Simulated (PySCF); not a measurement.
C3H7O, doublet, at a GFN2-xTB geometry; BLYP/def2-SV(P) run with PySCF.

Input for PySCF:
```python
from pyscf import gto, scf, dft

mol = gto.Mole()
mol.atom = '''
    O    -0.048885   -0.672232    0.068074
    C    -0.055710    0.727547   -0.056593
    C     1.225528   -1.236196   -0.081697
    C    -1.414542    1.255894    0.109654
    H     0.633942    1.176472    0.692191
    H     0.360581    1.020338   -1.045939
    H     1.106293   -2.311427    0.033642
    H     1.645512   -1.020470   -1.073121
    H     1.921438   -0.862872    0.681314
    H    -2.222885    0.581822    0.297336
    H    -1.585465    2.310522    0.041800
'''
mol.basis = 'def2-sv(p)'
mol.charge = 0
mol.spin = 1
mol.verbose = 4
mol.build()

mf = dft.UKS(mol)
mf.xc = 'blyp'
mf.diis = False
mf.damp = 0.3
mf.diis_start_cycle = 200
mf.max_cycle = 150
mf.kernel()
```

**Question.** Predict the main parts of the log of this PySCF run.

**Answer.** 
```
PySCF version 2.14.0

[INPUT] verbose = 4
[INPUT] num. atoms = 11
[INPUT] num. electrons = 33
[INPUT] charge = 0
[INPUT] spin (= nelec alpha-beta = 2S) = 1
[INPUT] symmetry False subgroup None
[INPUT] Mole.unit = angstrom
[INPUT] Symbol           X                Y                Z      unit          X                Y                Z       unit  Magmom
[...]
nuclear repulsion = 126.393997720926
number of shells = 38
number of NR pGTOs = 124
number of NR cGTOs = 70
basis = def2-sv(p)
ecp = {}

******** <class 'pyscf.dft.uks.UKS'> ********
method = UKS
initial guess = minao
damping factor = 0.3
level_shift factor = 0
DIIS disabled
SCF conv_tol = 1e-09
SCF conv_tol_grad = None
SCF max_cycles = 150
direct_scf = True
direct_scf_tol = 1e-13
number electrons alpha = 17  beta = 16
XC library pyscf.dft.libxc version 7.1.2
    S. Lehtola, C. Steigemann, M. J. T. Oliveira, and M. A. L. Marques,  SoftwareX 7, 1–5 (2018)
XC functionals = blyp
    A. D. Becke,  Phys. Rev. A 38, 3098 (1988)
    C. Lee, W. Yang, and R. G. Parr,  Phys. Rev. B 37, 785 (1988)
    B. Miehlich, A. Savin, H. Stoll, and H. Preuss,  Chem. Phys. Lett. 157, 200 (1989)
radial grids:
    Treutler-Ahlrichs [JCP 102, 346 (1995); DOI:10.1063/1.469408] (M4) radial grids

becke partition: Becke, JCP 88, 2547 (1988); DOI:10.1063/1.454033
pruning grids: <function nwchem_prune>
grids dens level: 3
symmetrized grids: False
atomic radii adjust function: <function treutler_atomic_radii_adjust>
small_rho_cutoff = 0
Set gradient conv threshold to 3.16228e-05
tot grids = 125096
init E= -193.589031457237

cycle= 1 E= -193.318263840925  delta_E= 0.271  |g|= 0.466  |ddm|= 2.24
cycle= 2 E= -193.321001350217  delta_E= -0.00274  |g|= 0.484  |ddm|= 1.04
cycle= 3 E= -193.310431792626  delta_E= 0.0106  |g|= 0.524  |ddm|= 0.989
cycle= 4 E= -193.267632528604  delta_E= 0.0428  |g|= 0.619  |ddm|= 1.14
cycle= 5 E= -193.238770808211  delta_E= 0.0289  |g|= 0.69  |ddm|= 1.23
cycle= 6 E= -193.134641018244  delta_E= 0.104  |g|= 0.847  |ddm|= 1.53
cycle= 7 E= -193.085432754713  delta_E= 0.0492  |g|= 0.941  |ddm|= 1.67
cycle= 8 E= -192.202785231849  delta_E= 0.883  |g|=  1.5  |ddm|=  2.2
cycle= 9 E= -190.932402948793  delta_E= 1.27  |g|= 2.15  |ddm|= 3.74
cycle= 10 E= -183.019144677314  delta_E= 7.91  |g|= 3.44  |ddm|=   12
cycle= 11 E= -171.635392638668  delta_E= 11.4  |g|= 4.98  |ddm|=   13
cycle= 12 E= -132.777739062769  delta_E= 38.9  |g|= 5.91  |ddm|= 44.6
cycle= 13 E= -148.229333567693  delta_E= -15.5  |g|=  5.8  |ddm|= 45.6
[...]
cycle= 118 E= -141.311976574703  delta_E= 5.76  |g|= 5.65  |ddm|= 15.3
cycle= 119 E= -147.068602608385  delta_E= -5.76  |g|=  5.3  |ddm|= 15.3
cycle= 120 E= -141.310305825623  delta_E= 5.76  |g|= 5.65  |ddm|= 15.3
cycle= 121 E= -147.068593880136  delta_E= -5.76  |g|=  5.3  |ddm|= 15.3
cycle= 122 E= -141.311782516603  delta_E= 5.76  |g|= 5.65  |ddm|= 15.3
cycle= 123 E= -147.068601593705  delta_E= -5.76  |g|=  5.3  |ddm|= 15.3
cycle= 124 E= -141.310477389962  delta_E= 5.76  |g|= 5.65  |ddm|= 15.3
cycle= 125 E= -147.068594775608  delta_E= -5.76  |g|=  5.3  |ddm|= 15.3
cycle= 126 E= -141.311630921054  delta_E= 5.76  |g|= 5.65  |ddm|= 15.3
cycle= 127 E= -147.068600801215  delta_E= -5.76  |g|=  5.3  |ddm|= 15.3
cycle= 128 E= -141.310611405273  delta_E= 5.76  |g|= 5.65  |ddm|= 15.3
cycle= 129 E= -147.068595475227  delta_E= -5.76  |g|=  5.3  |ddm|= 15.3
cycle= 130 E= -141.31151249748  delta_E= 5.76  |g|= 5.65  |ddm|= 15.3
cycle= 131 E= -147.068600182231  delta_E= -5.76  |g|=  5.3  |ddm|= 15.3
cycle= 132 E= -141.310716090355  delta_E= 5.76  |g|= 5.65  |ddm|= 15.3
cycle= 133 E= -147.068596021805  delta_E= -5.76  |g|=  5.3  |ddm|= 15.3
cycle= 134 E= -141.311419987728  delta_E= 5.76  |g|= 5.65  |ddm|= 15.3
cycle= 135 E= -147.068599698759  delta_E= -5.76  |g|=  5.3  |ddm|= 15.3
cycle= 136 E= -141.310797864776  delta_E= 5.76  |g|= 5.65  |ddm|= 15.3
cycle= 137 E= -147.068596448811  delta_E= -5.76  |g|=  5.3  |ddm|= 15.3
cycle= 138 E= -141.311347721565  delta_E= 5.76  |g|= 5.65  |ddm|= 15.3
cycle= 139 E= -147.068599321118  delta_E= -5.76  |g|=  5.3  |ddm|= 15.3
cycle= 140 E= -141.310861742867  delta_E= 5.76  |g|= 5.65  |ddm|= 15.3
cycle= 141 E= -147.068596782398  delta_E= -5.76  |g|=  5.3  |ddm|= 15.3
cycle= 142 E= -141.311291269344  delta_E= 5.76  |g|= 5.65  |ddm|= 15.3
cycle= 143 E= -147.06859902614  delta_E= -5.76  |g|=  5.3  |ddm|= 15.3
cycle= 144 E= -141.310911641397  delta_E= 5.76  |g|= 5.65  |ddm|= 15.3
cycle= 145 E= -147.068597042995  delta_E= -5.76  |g|=  5.3  |ddm|= 15.3
cycle= 146 E= -141.31124717063  delta_E= 5.76  |g|= 5.65  |ddm|= 15.3
cycle= 147 E= -147.068598795727  delta_E= -5.76  |g|=  5.3  |ddm|= 15.3
cycle= 148 E= -141.310950619858  delta_E= 5.76  |g|= 5.65  |ddm|= 15.3
cycle= 149 E= -147.068597246574  delta_E= -5.76  |g|=  5.3  |ddm|= 15.3
cycle= 150 E= -141.311212722169  delta_E= 5.76  |g|= 5.65  |ddm|= 15.3
SCF not converged.
SCF energy = -141.311212722169 after 150 cycles  <S^2> = 0.75110583  2S+1 = 2.0011055
```

The run did not converge; its last values are not results.
